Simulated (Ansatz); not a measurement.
Cartesian coordinates in Å:
```
C -0.941 0.032 -1.325
B -0.011 0.252 -0.109
Si 0.961 -0.353 1.460
S 0.845 1.636 0.606
H -1.911 -0.344 -0.981
H -0.534 -0.753 -1.971
H -1.107 0.930 -1.922
H 2.322 -0.942 1.424
H 0.375 -0.458 2.818
```

Charge 0, multiplicity 1.

Problem. List the PBE/def2-TZVPP orbital energies in eV (Ansatz 0.2.0). (Estimate.)

Solution. Ansatz gave: Occupied: -2395.83, -1779.83, -268.63, -208.79, -177.69, -154.86, -154.82, -154.82, -137.56, -94.37, -94.26, -94.23, -18.73, -17.36, -12.75, -10.85, -10.08, -10.04, -9.29, -8.92, -7.61, -6.94, -5.93. Lowest empty: -2.26, -1.18, -0.03, 0.35, 0.84, 1.45, 1.55, 2.10.
